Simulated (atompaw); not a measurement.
What one change does to a pseudopotential (rhenium (Re), PAW (atompaw))

- Element: Re (Z = 75)
- Generator: atompaw 4.2.0.5
- Type: PAW
- Functional: LDA (PW92)
- Relativity: scalar-relativistic
- Frozen core: [Kr] 4d10 4f14 5s2
- Valence charge: 13
- Reference configuration: 5p6 5d5 6s2 6p0
- Partial waves: 6s (bound): rc 2.70 bohr; 6s channel at 2.05 Ry: rc 2.70 bohr; 5p (bound): rc 1.95 bohr; 6p (bound, empty): rc 2.05 bohr; 5d (bound): rc 2.70 bohr; 5d channel at 0.15 Ry: rc 2.70 bohr
- Local potential: bessel scheme, radius 2.55 bohr
- Core correction: smooth core density matched at 2.45 bohr
- Augmentation charge: besselshape compensation charge, radius 2.05 bohr; PAW radius 2.70 bohr; waves and projectors: custom rrkj gramschmidtortho

All-electron outer shells of the reference configuration (LDA (PW92), scalar-relativistic, ld1.x):

| shell | level (eV) | outermost node (bohr) | outermost maximum (bohr) |
| --- | --- | --- | --- |
| 5s | -85.51 | 0.52 | 0.93 |
| 5p | -47.21 | 0.56 | 1.06 |
| 4f | -42.59 | – | 0.41 |
| 6s | -6.15 | 1.24 | 2.54 |
| 5d | -5.57 | 0.62 | 1.43 |
| 6p | -1.43 | 1.48 | 3.61 |

Change: wave 5d (bound): rc 2.70 bohr becomes 5d (bound): rc 2.50 bohr.

Cutoffs: the cutoffs (Ry, on a coarse ladder) from which the occupation-weighted sum of valence levels, in a spherical-Bessel basis at the reference potential, stays within 10 and 1 mRy of its value at 400 Ry; they do not see the model core or the augmentation charge, which bear on the density cutoff.

Task: What does the change do?

Result: The potential gets harder (21 Ry and 40 Ry → 25 Ry and 40 Ry); neither file shows a bound ghost.

| quantity | base | changed |
| --- | --- | --- |
| cutoff, loose | 21 Ry | 25 Ry |
| cutoff, tight | 40 Ry | 40 Ry |
| loose cutoff by channel (10 mRy a level) | s 6 Ry, p 18 Ry, d 10 Ry | s 6 Ry, p 18 Ry, d 12 Ry |
| bound ghosts | none | none |
| s: phases at 2.71 bohr within 0.05 rad from the reference energy up to (Ry; the scan ends near 5) | 4.6 | 4.6 |
| p: phases at 2.71 bohr within 0.05 rad from the reference energy up to (Ry; the scan ends near 5) | to the end of the scan | to the end of the scan |
| d: phases at 2.71 bohr within 0.05 rad from the reference energy up to (Ry; the scan ends near 5) | to the end of the scan | to the end of the scan |
| lowest overlap eigenvalue by channel | s 0.58, p 0.09, d 0.61 | s 0.58, p 0.09, d 0.95 |

 The cutoffs see the waves, projectors and local potential, not the compensation charge or the core.
